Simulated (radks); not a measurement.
Values are calculated unless marked as measured or tabulated.
Task: Level of theory: non-relativistic Kohn-Sham, exchange-only LDA, spin-unpolarised, spherical densities, point nucleus (a radial shooting solver on a logarithmic mesh with Libxc functionals). Response by self-consistent Sternheimer equations with the Hartree and adiabatic exchange-only LDA kernel. For heavy and open-shell atoms this level of theory can miss by tens of per cent. Rank Se6+, Zn2+, As5+, Ge4+, Br7+, Cu+, Ga3+, Ni, Kr8+ (NIST ground configurations) by static dipole polarisability, largest first.

Result: Ni 49.79, Cu+ 8.607, Zn2+ 3.036, Ga3+ 1.488, Ge4+ 0.8651, As5+ 0.5582, Se6+ 0.3860, Br7+ 0.2802, Kr8+ 0.2110 bohr^3.
